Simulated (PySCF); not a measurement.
**From computed data to an observable: entropy of an ideal gas**

HS2, SMILES [S]S (connectivity only; charge and spin as stated), charge -1, multiplicity 1.

Geometry optimised at PBE-D3(BJ)/def2-TZVPD. The multiplicity is an assumed one; other spin states were not compared. The isomer is the one that the SMILES or the coordinates give; other isomers of the formula were not compared.

PBE-D3(BJ)/def2-TZVPD (PySCF) gives the harmonic wavenumbers 472, 800, 2434 cm⁻¹ and the rotational temperatures 14.0965, 0.3370, 0.3292 K. The molar mass is 65.13 g/mol, the symmetry number 1, the spin multiplicity 1.

Q: Work out the entropy at 298.15 K and 1 atm in the rigid-rotor, harmonic-oscillator model.

A: 
Translation (Sackur–Tetrode at 1 atm): S = R[1.5 ln M + 2.5 ln T − 1.16487] = 160.8 J/(mol K).
Rotation: q = (√π/σ) T^1.5/√(θA θB θC) = 7300, S = R[ln q + 3/2] = 86.4 J/(mol K).
Vibration: with u = 1.4388 ν/T, each mode gives R[u/(e^u − 1) − ln(1 − e^−u)]:
| ν (cm⁻¹) | modes | u | S (J/(mol K)) |
|---|---|---|---|
| 472 | 1 | 2.28 | 3.06 |
| 800 | 1 | 3.86 | 0.87 |
The stiffer modes add less than 0.005 each. Sum 3.9 J/(mol K).
Spin: R ln 1 = 0.0 J/(mol K).
Total 251.2 J/(mol K); the program's own thermochemistry gives 251.2. Translation makes up 64 % and vibration 2 %. Anharmonicity, hindered rotation and orbital degeneracy are left out.
